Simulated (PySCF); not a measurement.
SCF from a fresh guess for singlet Os₂Se, at the B3LYP minimum. PySCF input:

```python
from pyscf import gto, scf, dft
mol = gto.M(atom='''
Se     0.000000    -0.000000    -1.441131
Os     1.442932    -0.000000     0.301325
Os    -1.442932     0.000000     0.301325''',
    basis={'Se': 'def2-SVP', 'Os': 'def2-SVP'},
    ecp={'Os': 'def2-SVP'},
    charge=0, spin=0)
mf = dft.RKS(mol, xc='B3LYP')
mf.grids.atom_grid = (50, 194)
aux = {'Se': 'def2-universal-JKFIT', 'Os': 'def2-universal-JKFIT'}
mf = mf.density_fit(auxbasis=aux)
mf.conv_tol = 1e-08
mf.diis_space = 10
mf.max_cycle = 60
mf.init_guess = 'minao'
mf.verbose = 4
mf.kernel()
```

Excerpt of the output (cycles and frontier levels):

```
init E= -2557.81466715962
  HOMO = -0.765546670386761  LUMO = -0.723653149681234  gap/eV = 1.13998
cycle= 1 E= -2580.99477087473  delta_E= -23.2  |g|= 2.25  |ddm|= 11.4
  HOMO = 0.116102424576787  LUMO = 0.159906649555675  gap/eV = 1.19197
cycle= 2 E= -2566.07224219317  delta_E= 14.9  |g|= 5.86  |ddm|= 27.5
  HOMO = -0.203823402277746  LUMO = -0.194827021518366  gap/eV = 0.24480
cycle= 3 E= -2582.49074520247  delta_E= -16.4  |g|= 0.468  |ddm|= 27.2
  HOMO = -0.159723811765933  LUMO = -0.114187553789784  gap/eV = 1.23910
cycle= 4 E= -2582.5014813765  delta_E= -0.0107  |g|= 0.455  |ddm|= 0.966
  HOMO = -0.172233133882604  LUMO = -0.115746932003875  gap/eV = 1.53707
cycle= 5 E= -2582.54023670267  delta_E= -0.0388  |g|= 0.164  |ddm|= 0.375
  HOMO = -0.18957435223999  LUMO = -0.130135709225634  gap/eV = 1.61741
cycle= 6 E= -2582.54725643867  delta_E= -0.00702  |g|= 0.0611  |ddm|= 0.255
  HOMO = -0.19415913380565  LUMO = -0.132990514300057  gap/eV = 1.66448
... 16 lines left out ...
cycle= 15 E= -2582.54866496154  delta_E= -5.04e-07  |g|= 0.000119  |ddm|= 0.00811
  HOMO = -0.192072853873971  LUMO = -0.129366913179954  gap/eV = 1.70632
cycle= 16 E= -2582.54866499751  delta_E= -3.6e-08  |g|= 5.11e-05  |ddm|= 0.00149
  HOMO = -0.192077641536987  LUMO = -0.129368775982814  gap/eV = 1.70640
cycle= 17 E= -2582.54866501002  delta_E= -1.25e-08  |g|= 2.69e-05  |ddm|= 0.00151
  HOMO = -0.192079775110932  LUMO = -0.129375029084201  gap/eV = 1.70628
cycle= 18 E= -2582.54866501096  delta_E= -9.39e-10  |g|= 1.2e-05  |ddm|= 0.000183
  HOMO = -0.192082042744018  LUMO = -0.129378816979997  gap/eV = 1.70624
Extra cycle  E= -2582.54866501141  delta_E= -4.48e-10  |g|= 1.09e-05  |ddm|= 0.000109
converged SCF energy = -2582.54866501141
```

No lower solution of this spin was found by a stability analysis within the restricted form, which does not test spin polarisation.

At the minimum of this search the closed-shell solution is unstable towards spin polarisation, so a lower open-shell solution exists. No spin–orbit coupling is included, which matters more the heavier the element.

The search for the lowest solution, with the stability check, took 7.1 s on 2 threads of a shared Arm Neoverse N1 host, with 96 basis functions; the process peaked at 0.32 GiB. Launch command: `OMP_NUM_THREADS=2 python axn.py task.json out`.
